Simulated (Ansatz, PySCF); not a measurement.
C3H5Cl. Atoms are numbered in the order given.

```xyz
9

C      1.3718    -0.9642     0.0000
C      0.1333    -0.4420     0.0000
C     -1.1578    -1.2004     0.0000
Cl    -0.0794     1.3057     0.0000
H      2.2681    -0.3289     0.0000
H      1.4997    -2.0571     0.0000
H     -1.7657    -0.9404     0.8914
H     -0.9708    -2.2915     0.0000
H     -1.7657    -0.9404    -0.8914
```
Charge 0, spin multiplicity 1.

Coordinates come from a PBE-D3(BJ)/def2-SVP optimisation.

Vertical ionisation energy (IE) and electron affinity (EA) in eV. Rows of orbital energies are one-electron estimates. Where ΔSCF, EOM or ADC give a negative EA the extra electron is unbound and the value depends on the basis.

```json
[
 {"level": "−ε(HOMO), −ε(LUMO), CAM-B3LYP/def2-TZVP (PySCF)", "IE": "[?]", "EA": "[?]"},
 {"level": "−ε(HOMO), −ε(LUMO), PBE/def2-TZVP (PySCF)", "IE": "6.13", "EA": "1.14"},
 {"level": "ΔSCF, PBE0/def2-SVPD (Ansatz), final states of multiplicity 2 and 2", "IE": "9.52", "EA": "-1.63"},
 {"level": "ΔSCF, PBE/def2-SVPD (Ansatz), final states of multiplicity 2 and 2", "IE": "9.41", "EA": "-1.48"}
]
```

Question: Fill in the missing entries. (The exact figures need the calculation; the answer reports its results.)

Answer: 
- −ε(HOMO), −ε(LUMO), CAM-B3LYP/def2-TZVP (PySCF), IE: 8.60
- −ε(HOMO), −ε(LUMO), CAM-B3LYP/def2-TZVP (PySCF), EA: -0.99

Question: What vertical singlet–triplet gap does ΔSCF give with PBE0/def2-SVPD (Ansatz, a quantum-chemistry and plane-wave program) and with PBE/def2-SVPD (Ansatz)? (Estimate from the structure and the level; the computed values follow.)

Answer: 3.96 and 4.08 eV (triplet above singlet where positive).
